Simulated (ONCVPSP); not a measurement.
**Transferability test, ONCV potential for C (Z = 6)**

- Element: C
- Generator: ONCVPSP 4.0.1
- Type: optimised norm-conserving Vanderbilt (ONCV)
- Functional: BLYP
- Relativity: scalar-relativistic
- Frozen core: [He]
- Valence charge: 4
- Reference configuration: 2s2 (charge +2)
- Partial waves: 2s: rc 1.10 bohr, ncon 4, nbas 7, qcut 4.9 1/bohr, 2 projectors, debl 0.9 Ha; p scattering state at 0.42 Ha: rc 0.95 bohr, ncon 4, nbas 8, qcut 9 1/bohr, 2 projectors, debl 2.7 Ha
- Local potential: polynomial inside 0.80 bohr (lpopt 1, dvloc0 0 Ha)
- Core correction: none

In the s channel the program set the typed energies aside and used -1.481, 0.250 Ha. In the p channel the program set the typed energies aside and used 0.050, 2.750 Ha.

Energies are relative to the spin-unpolarised reference configuration 2s2; without spin polarisation the order of configurations can differ from experiment.

Task: Give the all-electron excitation energy and the error of the potential for: 2s2 2p2; 2s2 2p1; 2s1; 2s1 2p3.

Result:

| valence configuration | charge | ΔE all-electron (eV) | error AE − PS (meV) |
| --- | --- | --- | --- |
| 2s2 2p2 | 0 | -35.004 | +232 |
| 2s2 2p1 | +1 | -24.175 | +123 |
| 2s1 | +3 | 48.154 | +72 |
| 2s1 2p3 | 0 | -26.615 | +414 |

Levels in the configuration 2s1:

| level | all-electron (eV) | pseudo (eV) |
| --- | --- | --- |
| 2s | -56.127 | -55.926 |
